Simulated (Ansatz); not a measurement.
Which isomer of CH6InSi gives these data?

These gas-phase data were calculated for one isomer of CH6InSi at r2SCAN-D4/def2-SVP (harmonic, unscaled wavenumbers; equilibrium rotational constants with average atomic masses):

- rotational constants: 14.48, 1.595, 1.474 GHz
- all wavenumbers above 1500 cm⁻¹: 3150, 3137, 3033, 2180, 2174, 1606

Candidates:

(1) `[CH3][In][SiH3]`, a doublet
(2) `[SiH3][CH2][InH]`, a doublet
(3) `C[SiH2][InH]`, a doublet

**Question.** Which candidate do the data belong to?

**Answer.** Candidate (3). The band at 1606 cm⁻¹ lies where the In–H stretch is expected; (1) has no mode between 1500 and 1900 cm⁻¹. 2 modes lie between 2000 and 2380 cm⁻¹, one for each Si–H bond, while (2) has 3.

The same quantities for all candidates:

|  | rotational constants (GHz) | wavenumbers above 1500 cm⁻¹ | E above the lowest, r2SCAN-D4/def2-SVP (kcal/mol) |
| --- | --- | --- | --- |
| (1) | 10.23, 2.117, 1.811 | 3174, 3141, 3030, 2195, 2189, 2169 | 3.4 |
| (2) | 17.49, 1.583, 1.505 | 3134, 3046, 2209, 2195, 2186, 1577 | 11.2 |
| (3) | 14.48, 1.595, 1.474 | 3150, 3137, 3033, 2180, 2174, 1606 | 0.0 |

Harmonic stretches to hydrogen usually lie a few per cent above observed fundamentals. Each candidate is one conformer. Open shells are spin-unrestricted. Atoms past krypton carry core potentials. Programs: Ansatz 0.2.0.
